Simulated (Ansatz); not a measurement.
Cartesian coordinates in Å:
```
F -1.0707 -0.3817 -1.4964
C -0.7578 0.4224 -0.4063
Al 0.7976 -0.2307 0.6258
I 1.9428 -2.2946 -0.0791
H -1.6473 0.4881 0.2351
H -0.5769 1.4413 -0.7752
H 1.3121 0.5552 1.8960
```

Charge 0, multiplicity 1. I: def2 effective core potential.

Question: List the r2SCAN/def2-TZVPP orbital energies in eV (Ansatz). (Best estimate.)

Answer: The calculation gave: Occupied: -1517.92, -665.89, -274.79, -184.50, -130.53, -130.41, -130.37, -111.40, -71.74, -71.56, -71.46, -50.32, -50.28, -50.24, -50.15, -50.14, -31.29, -18.02, -17.75, -12.46, -12.15, -11.58, -9.92, -8.51, -8.24, -7.25, -7.23, -6.74. Lowest empty: -2.11, -0.88, 0.14, 0.86, 1.96, 2.36, 2.62, 3.45.
